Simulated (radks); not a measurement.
The numbers below are computed, except where a source is named.
Trend from Zr4+ to Cd4+: ionisation energy by Delta-SCF between NIST ground configurations, and size. Level of theory: scalar-relativistic Kohn-Sham, SCAN, spin-unpolarised, spherical densities, finite nucleus; meta-GGA in the generalised Kohn-Sham scheme; Fermi nuclear charge, rms radius of each element as measured or else 0.836 A^(1/3) + 0.57 fm (a radial shooting solver on a logarithmic mesh with Libxc functionals).

species  configuration  IE (eV)  NIST (eV)       kind  outermost  <r> outermost (bohr)
Zr4+              [Kr]   81.700      80.35  semi-emp.         4p                  1.31
Nb4+          [Kr] 4d1   49.562     50.573       exp.         4d                  1.59
Mo4+          [Kr] 4d2   52.980      54.42  semi-emp.         4d                  1.51
Tc4+          [Kr] 4d3   56.242         57     theory         4d                  1.43
Ru4+          [Kr] 4d4   59.434         59     theory         4d                  1.36
Rh4+          [Kr] 4d5   62.530         63     theory         4d                  1.30
Pd4+          [Kr] 4d6   65.594         61     theory         4d                  1.25
Ag4+          [Kr] 4d7   68.620         65     theory         4d                  1.20
Cd4+          [Kr] 4d8   71.616         68     theory         4d                  1.15

Reference values: NIST Atomic Spectra Database (exp. = measured, semi-emp. = semi-empirical, theory = theoretical value adopted there). Spin polarisation and multiplet splitting are left out, so open shells lie too high by an amount that depends on their filling.

Beside tabulated values, note that spin-unpolarised runs miss the spin-polarisation part of the exchange energy of open shells.
